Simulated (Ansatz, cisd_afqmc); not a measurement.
Species: Br, charge 0, doublet.

Total energies in aug-cc-pVQZ, 7 correlated electrons, 14 frozen orbitals. Open shells are spin-unrestricted; no spin-orbit coupling. Cores are frozen in correlated methods (noble-gas shells, and filled d and f shells in the p block). No relativity. AFQMC is phaseless with a CISD trial state; ± is one standard error, without the phaseless bias. Outlying blocks are dropped, and bars are widened where a walk drifts. Over all cases where full CI ran beside it in this data, AFQMC minus full CI had a median of +0.1 mEh and passed +0.4 mEh in a tenth of the cases. Spin-orbit terms, left out, reach several kcal/mol for Br and I, and more for heavier atoms.

```json
[
 {"method": "HF", "program": "Ansatz", "energy (Eh)": "-2572.44809", "minus CCSDT(Q) (mEh)": "175.97"},
 {"method": "MP2", "program": "Ansatz", "energy (Eh)": "-2572.59866", "minus CCSDT(Q) (mEh)": "25.39"},
 {"method": "CCSD", "program": "Ansatz", "energy (Eh)": "-2572.61736", "minus CCSDT(Q) (mEh)": "6.70"},
 {"method": "CCSD(T)", "program": "Ansatz", "energy (Eh)": "-2572.62327", "minus CCSDT(Q) (mEh)": "0.78"},
 {"method": "CCSDT(Q)", "program": "Ansatz", "energy (Eh)": "-2572.62405", "minus CCSDT(Q) (mEh)": "0.00"},
 {"method": "AFQMC/CISD", "program": "cisd_afqmc", "energy (Eh)": "-2572.6237 ± 0.0002", "minus CCSDT(Q) (mEh)": "0.3 ± 0.2"}
]
```

Ansatz is a program for electronic structure.
